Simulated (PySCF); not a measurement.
Species: C4H12AlN.
Numbering: `[CH3:1]/[CH:2]=[CH:3]/[CH2:4][AlH2-:5][NH3+:6]` (hydrogens: H7, H8, H9 on C1; H10 on C2; H11 on C3; H12, H13 on C4; H14, H15 on Al5; H16, H17, H18 on N6)

Theory: PBE0-D3(BJ)/def2-SVP geometry optimisation, gas phase in PySCF 2.14.0.

Give the optimised bond lengths and angles.

| bond | length (pm) | order |
| --- | --- | --- |
| C1–C2 | 149.7 | single |
| C2=C3 | 134.9 | double |
| C3–C4 | 147.6 | single |
| C4–Al5 | 201.9 | single |
| Al5–N6 | 205.2 | single |
| C1–H7, C1–H8, C1–H9 | 110.3 | single |
| C2–H10 | 110.1 | single |
| C3–H11 | 110.1 | single |
| C4–H12, C4–H13 | 110.3 | single |
| Al5–H14, Al5–H15 | 160.7 | single |
| N6–H16 | 103.4 | single |
| N6–H17, N6–H18 | 102.0 | single |

Bonds in one row agree within 1 pm and their mean is given. Orders are formal, as drawn. A selection of angles:
| angle | degrees |
| --- | --- |
| C2–C1–H7 | 111.3 |
| H7–C1–H8 | 107.7 |
| H8–C1–H9 | 106.2 |
| C1–C2–C3 | 125.0 |
| C1–C2–H10 | 116.5 |
| C3–C2–H10 | 118.3 |
| C2–C3–C4 | 127.3 |
| C2–C3–H11 | 116.7 |
| C4–C3–H11 | 115.8 |
| C3–C4–Al5 | 108.9 |
| C3–C4–H12 | 112.0 |
| Al5–C4–H12 | 108.6 |
| Al5–C4–H13 | 107.9 |
| H12–C4–H13 | 108.0 |
| C4–Al5–N6 | 96.7 |
| C4–Al5–H14 | 115.4 |
| C4–Al5–H15 | 116.8 |
| N6–Al5–H14 | 100.7 |
| N6–Al5–H15 | 102.7 |
| H14–Al5–H15 | 118.8 |
| Al5–N6–H16 | 104.3 |
| Al5–N6–H17 | 114.3 |
| H16–N6–H17 | 108.2 |

Torsions: C1–C2–C3–C4 -178° (antiperiplanar); C2–C3–C4–Al5 97° (anticlinal); C3–C4–Al5–N6 -47° (synclinal). The mirror-image conformer, all signs reversed, is as good.

Of the pairs four or more bonds apart, C2···H16 is among the closest relative to their van der Waals radii: 2.29 Å, 79 % of the sum of Bondi's values. The C–C distances run from 1.349 Å (C2=C3, drawn double) to 1.497 Å (C1–C2, drawn single), a spread of 0.148 Å. Al5 (aluminium bonded to C, N and 2 H) has angles from 96.7° to 118.8°. N6 (nitrogen bonded to Al and 3 H) is distorted tetrahedral (angles from 104.3° to 114.3°).

Point group: C1 (no symmetry element, even within 0.4 Å). No frequency check. The numbers are those of one conformer.
